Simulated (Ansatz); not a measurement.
Input for Ansatz (a first-principles code): R-r2SCAN/def2-TZVPP on H4OPbSi (SMILES [OH][Pb][SiH3]), a point of a torsion scan. Elements past Kr take the def2 small-core potentials; no spin–orbit coupling.

Ansatz 0.2 input:
```yaml
crystal:
  periodic: [false, false, false]
  atoms:
    - {symbol: O, position_ang: [2.46678809, 0.03441396, -0.34741088]}
    - {symbol: Pb, position_ang: [1.23341973, -1.48740157, 0.51228027]}
    - {symbol: Si, position_ang: [-1.04431939, -0.07894894, 0.36887129]}
    - {symbol: H, position_ang: [2.14325531, 0.88496239, -0.62872649]}
    - {symbol: H, position_ang: [-1.69085239, -0.06079920, -0.94872200]}
    - {symbol: H, position_ang: [-2.11286009, -0.58226614, 1.24463332]}
    - {symbol: H, position_ang: [-0.96652746, 1.34225833, 0.71641135]}
basis:
  gaussian:
    orbitals: def2-TZVPP
hamiltonian:
  xc: {name: r2SCAN}
scf: {lower_state_search: off}
```

Output:

```
WARN ansatz: RAYON_NUM_THREADS=1 ignored (pool sized by the plan → 1); use --threads N
Functional definition: r2SCAN
these checks for a lower state are left out or cut short: stability, starts, cluster_reference, orbital_swaps, neighbouring_geometries, increment
integrals: 0.09 GiB planned
1057 factors; their error is unknown
mean field: 0.63 GiB planned
mean field evaluation 1: about -15230.9512 eV, gradient 6.9e1 eV
mean field evaluation 2: about -15112.4773 eV, gradient 1.8e2 eV
mean field evaluation 4: about -15239.4136 eV, gradient 1.9e1 eV
mean field evaluation 8: about -15240.2289 eV, gradient 2.6e-1 eV
mean field evaluation 16: about -15240.2062 eV, gradient 2.9e-4 eV
mean field -15240.20617386 eV, -560.0672467066 hartree, gradient 3.3e-6 eV, S^2 0.000000; 0 other end points of the search recorded, 0 dependent functions left out
reference -15240.20618840 eV, -560.0672472411 hartree; 24, 24 occupied and 155, 155 virtual orbitals, 1057 factors
Total energy: -15240.20618840 eV, -560.0672472411 hartree
Checks for a lower state left out: stability, starts, cluster_reference, orbital_swaps, neighbouring_geometries, increment
```

The run converged.

Cost: very roughly 4 core-seconds.
